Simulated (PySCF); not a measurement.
Computed IR spectrum (relative IR intensity) of a molecule C5H9N. Geometry: PBE-D3(BJ)/def2-SVP. One conformer was computed; it need not be the lowest. Level of theory: PySCF with PBE-D3(BJ)/def2-SVP. Frequencies are harmonic and unscaled.

ν (cm⁻¹): 112 (w), 196 (vw), 464 (w), 507 (w), 709 (vw), 815 (m), 836 (m), 859 (w), 905 (w), 971 (vw), 991 (w), 1113 (w), 1252 (m), 1308 (vw), 1328 (m), 1359 (vw), 1390 (m), 1397 (w), 1410 (w), 1637 (m), 1709 (vs), 2911 (m), 2964 (w), 2968 (m), 3035 (w), 3043 (w), 3092 (w), 3095 (w), 3188 (w) (against the strongest line: vs over 80 %, s over 45 %, m over 15 %, w over 4 %, vw less)

### Question
Identify the compound among the candidates.
(A) C#CCCCN
(B) C=C(C)/N=C/C
(C) C=C=CN(C)C
(D) C=C/N=C\CC

### Answer
B, C=C(C)/N=C/C
